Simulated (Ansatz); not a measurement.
CH₆O₂SiZn, SMILES `C[O][Zn][O][SiH3]`, relaxed with RKS PBE0-D4/def2-TZVP in Ansatz from a GFN2-xTB geometry. The force threshold is 0.005 eV/Å; the program also tests the step.

Charge 0, multiplicity 1.

Start:

```xyz
11

C     2.745    1.222   -0.524
O     1.357    1.113   -0.373
Zn    0.236   -0.123    0.049
O    -1.443   -0.388    0.293
Si   -2.784   -1.252    0.521
H     3.139    0.533   -1.276
H     3.276    1.065    0.419
H     2.927    2.248   -0.862
H    -3.776   -0.231    0.857
H    -2.577   -2.212    1.613
H    -3.100   -1.974   -0.717
```

(1) By how much does the energy fall, and how many steps does the optimiser take? (Estimate.)

(2) Which bonds change most? (Estimate.)

(3) Give the relaxed structure. (Estimate.)

## Answers

(1) Computed: 9.64 kcal/mol, in 15 steps, 1 of them rejected.

(2) Ansatz gave: O2–Zn3 from 1.721 to 1.759 Å; Zn3–O4 from 1.717 to 1.755 Å; Si5–H11 from 1.467 to 1.493 Å; Si5–H9 from 1.463 to 1.487 Å.

(3) Ansatz gave: 
```xyz
11

C     2.644    1.036   -0.513
O     1.341    1.551   -0.583
Zn   -0.117    0.743   -0.020
O    -1.660    0.113    0.529
Si   -2.588   -1.219    0.522
H     2.765    0.108   -1.086
H     2.969    0.841    0.518
H     3.328    1.777   -0.938
H    -3.976   -0.853    0.910
H    -2.080   -2.237    1.486
H    -2.625   -1.859   -0.825
```
